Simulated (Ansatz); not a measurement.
One change: `[SiH3]O[CH2][ZnH]` becomes `C=CCO[SiH3]`.

Ansatz, PBE0-D4/def2-TZVP geometries, multiplicity 1. Each molecule was computed in one conformer, which needn't be the lowest.

Scalar relativity is left out up to krypton.

```
                                                                                  property  `[SiH3]O[CH2][ZnH]`
ideal-gas entropy at 298 K and 1 bar (rigid rotor, harmonic PBE0-D4/def2-TZVP) / J/(mol·K)                  353
                                                     LUMO energy (ωB97M-V/def2-TZVPP) / eV                 0.74
                                                        HOMO energy (PBE0/def2-TZVPP) / eV                -7.18
                                          size of the dipole moment (B3LYP/def2-TZVPP) / D                 1.16
                                                     HOMO energy (ωB97M-V/def2-TZVPP) / eV                -9.42
                                                         LUMO energy (PBE/def2-TZVPP) / eV                -1.42
```

Task: What does the change do to each property? (Best estimate.)

Result: The calculation gave: 
```
                                                                                  property  `C=CCO[SiH3]`  shift
ideal-gas entropy at 298 K and 1 bar (rigid rotor, harmonic PBE0-D4/def2-TZVP) / J/(mol·K)            355      2
                                                     LUMO energy (ωB97M-V/def2-TZVPP) / eV           1.75   1.01
                                                        HOMO energy (PBE0/def2-TZVPP) / eV          -7.75  -0.57
                                          size of the dipole moment (B3LYP/def2-TZVPP) / D           1.01  -0.15
                                                     HOMO energy (ωB97M-V/def2-TZVPP) / eV         -10.04  -0.62
                                                         LUMO energy (PBE/def2-TZVPP) / eV          -1.18   0.24
```

With PBE0 the HOMO falls by 0.57 eV and the LUMO rises by 0.48 eV, so the gap widens by about 1.05 eV. PBE moves the HOMO by -0.53 eV and ωB97M-V by -0.62 eV. The zero-point energy changes by 100.2 kJ/mol with +9 modes. Dipoles are sizes alone; their direction can turn. Modes under 60 cm⁻¹, often nearly free rotors, make the harmonic entropy too high.

B3LYP here is the variant with VWN-RPA as its local correlation; programs differ in this.
